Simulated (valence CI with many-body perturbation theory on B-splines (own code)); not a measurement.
E1 line list for Ce²⁷⁺

Method: valence CI with perturbative core correlation (CI+MBPT): three valence electrons over a frozen Dirac-Fock core [Ar] 3d10, a basis of 11 s, 11 p, 9 d, 7 f, 5 g, 2 h, 1 i functions for each j, with the one-electron correlation potential Σ1, the two-electron term Σ2, the three-electron term Σ3, Breit, model QED; selected CI, second order for the rest (own B-spline code, finite nucleus).

The last digits are not significant, and no measured levels were compared; by estimate large intervals hold to a few tenths of a per cent, small ones and those within an open d or f shell to about a per cent.

Lines 201 to 250 of 286 in falling wavelength, among levels below 2495100 cm⁻¹, chosen from the strongest by gf and those to the six lowest levels. Wavelengths and rates use the calculated energies. Electric multipoles are in the length gauge, E1 and E2 with the static RPA response of the core. Weak lines are less certain than strong ones. Lines between different terms over intervals too small for the method are left out, as are lines whose strength nearly cancels. Where a level lies close to another of its J and parity, the split of strength between their lines is uncertain. The highest levels of a list are the least certain.

Levels are named by their leading jj configuration (3d3/2^4 stands for four electrons in 3d with j = 3/2), which in mixed levels can hold well under half, so a name can repeat and another be missing. Letters in brackets count levels of one name in rising energy.

```tsv
λ vac (nm)	Upper	Lower	A (s⁻¹)	S (a.u.) with core polarisation	S without
9.742	(4p3/2^2 4d3/2) J=1/2	(4p1/2 4p3/2^2) J=3/2	1.75e+11	1.59e-01	1.71e-01
9.739	(4s 4p1/2 4f5/2) J=3/2	(4p1/2 4p3/2^2) J=3/2	1.29e+11	2.36e-01	2.54e-01
9.730	(4s 4p1/2 4f7/2) J=7/2 [b]	(4p1/2 4p3/2^2) J=5/2	1.07e+11	3.90e-01	4.17e-01
9.725	(4p3/2^2 4d3/2) J=5/2	(4p1/2 4p3/2^2) J=3/2	7.26e+10	1.98e-01	2.12e-01
9.707	(4p3/2^2 4d3/2) J=3/2 [b]	(4p1/2 4p3/2^2) J=1/2	1.75e+11	3.15e-01	3.39e-01
9.618	(4p3/2^2 4d3/2) J=3/2 [a]	(4p1/2 4p3/2^2) J=3/2	9.91e+10	1.74e-01	1.87e-01
9.589	(4p1/2 4p3/2 4d3/2) J=5/2 [b]	(4p1/2^2 4p3/2) J=3/2	2.07e+11	5.39e-01	5.79e-01
9.587	(4s 4p1/2 4f5/2) J=5/2 [b]	(4p1/2 4p3/2^2) J=5/2	3.94e+10	1.03e-01	1.11e-01
9.561	(4p1/2 4p3/2 4d3/2) J=3/2 [b]	(4p1/2^2 4p3/2) J=3/2	2.47e+11	4.27e-01	4.59e-01
9.539	(4s 4p1/2 4f5/2) J=5/2 [b]	(4p1/2 4p3/2^2) J=3/2	4.90e+10	1.26e-01	1.36e-01
9.524	(4p1/2 4p3/2 4d3/2) J=1/2 [b]	(4p1/2^2 4p3/2) J=3/2	2.98e+11	2.54e-01	2.73e-01
9.520	(4s 4p1/2 4d3/2) J=3/2 [b]	(4s 4p1/2^2) J=1/2	2.53e+11	4.31e-01	4.63e-01
9.501	(4s 4p1/2 4d3/2) J=1/2	(4s 4p1/2^2) J=1/2	3.56e+11	3.02e-01	3.24e-01
9.471	(4s 4p3/2 4d3/2) J=1/2 [b]	(4s 4p1/2 4p3/2) J=1/2	2.00e+11	1.68e-01	1.80e-01
9.452	(4s 4p3/2 4d3/2) J=5/2 [b]	(4s 4p1/2 4p3/2) J=3/2 [b]	2.66e+11	6.66e-01	7.14e-01
9.438	(4s 4p3/2 4d3/2) J=1/2 [a]	(4s 4p1/2 4p3/2) J=3/2 [a]	2.44e+11	2.02e-01	2.18e-01
9.437	(4s 4p1/2 4f7/2) J=7/2 [c]	(4p1/2 4p3/2^2) J=5/2	1.03e+11	3.42e-01	3.67e-01
9.437	(4s 4p3/2 4d3/2) J=5/2 [a]	(4s 4p1/2 4p3/2) J=3/2 [a]	1.25e+11	3.12e-01	3.35e-01
9.392	(4s 4p3/2 4d3/2) J=3/2 [a]	(4s 4p1/2 4p3/2) J=3/2 [a]	1.74e+11	2.85e-01	3.07e-01
9.367	(4s^2 4d3/2) J=3/2	(4s^2 4p1/2) J=1/2	2.56e+11	4.16e-01	4.47e-01
9.364	(4s 4p3/2 4d5/2) J=5/2 [a]	(4s 4p1/2 4p3/2) J=5/2	1.11e+08	2.71e-04	3.02e-04
9.311	(4p1/2 4p3/2 4d5/2) J=5/2 [b]	(4p1/2^2 4p3/2) J=3/2	6.58e+10	1.57e-01	1.69e-01
9.245	(4s 4p3/2 4d3/2) J=3/2 [b]	(4s 4p1/2 4p3/2) J=5/2	1.08e+08	1.68e-04	1.82e-04
9.224	(4s 4p3/2 4d3/2) J=1/2 [b]	(4s 4p1/2 4p3/2) J=3/2 [b]	7.01e+09	5.43e-03	5.82e-03
9.027	(4s 4p3/2 4d3/2) J=3/2 [c]	(4s 4p1/2 4p3/2) J=1/2	4.81e+10	6.98e-02	7.51e-02
9.013	(4s 4p3/2 4d5/2) J=5/2 [a]	(4s 4p1/2 4p3/2) J=3/2 [a]	2.76e+08	5.97e-04	6.42e-04
8.980	(4s 4p3/2 4d5/2) J=1/2	(4s 4p1/2 4p3/2) J=3/2 [b]	8.84e+09	6.32e-03	6.81e-03
8.942	(4s 4p3/2 4d5/2) J=7/2 [a]	(4s 4p1/2 4p3/2) J=5/2	5.14e+10	1.45e-01	1.56e-01
8.903	(4s 4p3/2 4d3/2) J=5/2 [b]	(4s 4p1/2 4p3/2) J=5/2	2.26e+07	4.73e-05	5.32e-05
8.902	(4s 4p3/2 4d3/2) J=3/2 [b]	(4s 4p1/2 4p3/2) J=3/2 [a]	1.20e+09	1.66e-03	1.79e-03
8.822	(4s 4p3/2 4d5/2) J=7/2 [b]	(4s 4p1/2 4p3/2) J=5/2	2.23e+10	6.04e-02	6.47e-02
8.818	(4s 4p3/2 4d5/2) J=3/2	(4s 4p1/2 4p3/2) J=3/2 [b]	2.31e+09	3.13e-03	3.37e-03
8.802	(4s 4p3/2 4d3/2) J=3/2 [c]	(4s 4p1/2 4p3/2) J=3/2 [b]	2.55e+10	3.43e-02	3.69e-02
8.757	(4s 4p1/2 4d5/2) J=3/2	(4s 4p1/2^2) J=1/2	5.34e+10	7.07e-02	7.61e-02
8.753	(4s 4p3/2 4d5/2) J=5/2 [b]	(4s 4p1/2 4p3/2) J=3/2 [b]	4.64e+09	9.22e-03	9.98e-03
8.674	(4p3/2^3) J=3/2	(4s 4p1/2^2) J=1/2	3.16e+09	4.07e-03	4.40e-03
8.585	(4s 4p3/2 4d3/2) J=5/2 [b]	(4s 4p1/2 4p3/2) J=3/2 [a]	8.77e+08	1.64e-03	1.76e-03
8.396	(4s 4p3/2 4d3/2) J=1/2 [b]	(4s 4p1/2 4p3/2) J=3/2 [a]	5.87e+08	3.43e-04	3.69e-04
8.338	(4s 4p3/2 4d5/2) J=3/2	(4s 4p1/2 4p3/2) J=5/2	6.81e+08	7.80e-04	8.39e-04
8.324	(4s 4p3/2 4d3/2) J=3/2 [c]	(4s 4p1/2 4p3/2) J=5/2	5.56e+08	6.33e-04	6.82e-04
8.280	(4s 4p3/2 4d5/2) J=5/2 [b]	(4s 4p1/2 4p3/2) J=5/2	4.00e+09	6.73e-03	7.24e-03
8.260	(4s 4p3/2 4d3/2) J=1/2 [a]	(4s 4p1/2^2) J=1/2	1.89e+05	1.05e-07	1.11e-07
8.226	(4s 4p3/2 4d3/2) J=3/2 [a]	(4s 4p1/2^2) J=1/2	3.58e+08	3.94e-04	4.24e-04
8.193	(4s 4p3/2 4d5/2) J=1/2	(4s 4p1/2 4p3/2) J=3/2 [a]	1.09e+09	5.93e-04	6.39e-04
8.058	(4s 4p3/2 4d5/2) J=3/2	(4s 4p1/2 4p3/2) J=3/2 [a]	4.76e+08	4.92e-04	5.29e-04
8.045	(4s 4p3/2 4d3/2) J=3/2 [c]	(4s 4p1/2 4p3/2) J=3/2 [a]	2.63e+09	2.71e-03	2.92e-03
8.004	(4s 4p3/2 4d5/2) J=5/2 [b]	(4s 4p1/2 4p3/2) J=3/2 [a]	2.30e+09	3.49e-03	3.76e-03
7.847	(4s 4p3/2 4d3/2) J=3/2 [b]	(4s 4p1/2^2) J=1/2	3.00e+09	2.87e-03	3.09e-03
7.814	(4s^2 4f5/2) J=5/2	(4s 4p1/2 4p3/2) J=3/2 [b]	1.02e+10	1.45e-02	1.56e-02
7.451	(4s 4p3/2 4d3/2) J=1/2 [b]	(4s 4p1/2^2) J=1/2	3.22e+08	1.32e-04	1.42e-04
```
